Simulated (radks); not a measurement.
Values are calculated unless marked as measured or tabulated.
Question: The neodymium ion Nd+, 59 electrons, occupied as [Xe] 4f3 6s1 6p1 (not the ground configuration). Level of theory: scalar-relativistic Kohn-Sham, PBE, spin-polarised, spherical densities, finite nucleus; open shells are filled with parallel spins first (spin-orbit coupling, left out, can overturn this in heavy ions); Fermi nuclear charge, rms radius 4.9123 fm (a radial shooting solver on a logarithmic mesh with Libxc functionals). Some entries of the table are withheld. Estimate them.

orbital  occ.  eigenvalue (hartree)  <r^2> (bohr^2)
1s up       1             -1595.398       0.0007600
1s down     1             -1595.397       0.0007600
2s up       1             -258.5409         0.01203
2s down     1             -258.5401         0.01203
2p up       3             -231.1919        0.009625
2p down     3             -231.1912        0.009625
3s up       1             -56.59122         0.08107
3s down     1             -56.55766         0.08100
3p up       3             -47.96472         0.08112
3p down     3             -47.93129         0.08104
3d up       5             -35.98895         0.06886
3d down     5             -35.96299         0.06876
4s up       1             -11.76503          0.4149
4s down     1             -11.67529          0.4146
4p up       3              -8.93435          0.4681
4p down     3              -8.84410          0.4679
4d up       5              -4.90755          0.5735
4d down     5              -4.81672          0.5738
5s up       1              -1.97256           2.316
5s down     1              -1.91529           2.348
5p up       3              -1.26082           3.105
5p down     3              -1.21447           3.146
4f up       3                   (1)             (2)
4f down     0                   (3)             (4)
6s up       1              -0.39670           15.15
6s down     0              -0.34179           14.31
6p up       1              -0.26483           22.26

Answer: 
(1) 4f up eigenvalue (hartree): -0.63165
(2) 4f up <r^2> (bohr^2): 1.236
(3) 4f down eigenvalue (hartree): -0.54889
(4) 4f down <r^2> (bohr^2): 1.297
